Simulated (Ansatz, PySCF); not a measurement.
Process, species as SMILES: S[Si](S)(Cl)Cl [dichloro-bis(sulfanyl)silane] → [SH] (HS) + S[Si](Cl)Cl (the S-Si bond at the site shown breaks; other sites are not compared here)
Geometries: B3LYP-D3(BJ)/def2-TZVP minima from Ansatz (a program for electronic structure), one conformer each, not searched for the lowest.

Wanted: bond dissociation energy (enthalpy at 298 K, with B3LYP-D3(BJ) rigid-rotor harmonic-oscillator terms from PySCF), in kcal/mol. Cores are frozen in the correlated levels unless marked. Open shells are spin-unrestricted. Spin-orbit coupling is left out. Non-relativistic unless marked X2C. CBS marks a two-point X^-3 extrapolation of the correlation energy; Hartree-Fock from the larger set.

```json
[
 {"level": "HF/cc-pV(T+d)Z", "program": "Ansatz", "bond dissociation energy (kcal/mol)": "61.2", "minus last row": "-29.1"},
 {"level": "SVWN5/def2-TZVPD", "program": "Ansatz", "bond dissociation energy (kcal/mol)": "98.1", "minus last row": "7.8"},
 {"level": "r2SCAN/def2-TZVPD", "program": "Ansatz", "bond dissociation energy (kcal/mol)": "83.6", "minus last row": "-6.7"},
 {"level": "r2SCAN-D4/def2-TZVPD", "program": "Ansatz + dftd4", "bond dissociation energy (kcal/mol)": "84.3", "minus last row": "-6.0"},
 {"level": "r2SCANh/def2-TZVPD", "program": "Ansatz", "bond dissociation energy (kcal/mol)": "83.5", "minus last row": "-6.8"},
 {"level": "LC-wPBE/def2-TZVPD", "program": "Ansatz", "bond dissociation energy (kcal/mol)": "84.8", "minus last row": "-5.5"},
 {"level": "RI-MP2/aug-cc-pV(Q+d)Z", "program": "Ansatz", "bond dissociation energy (kcal/mol)": "94.2", "minus last row": "3.9"},
 {"level": "CCSD(T)/6-31G*", "program": "Ansatz", "bond dissociation energy (kcal/mol)": "80.1", "minus last row": "-10.2"},
 {"level": "X2C-CCSD(T)/cc-pVTZ-DK", "program": "Ansatz", "bond dissociation energy (kcal/mol)": "84.2", "minus last row": "-6.1"},
 {"level": "CCSD(T)/CBS(aug-cc-pV(T+d)Z,aug-cc-pV(Q+d)Z)", "program": "Ansatz", "bond dissociation energy (kcal/mol)": "90.3", "minus last row": "0.0"}
]
```
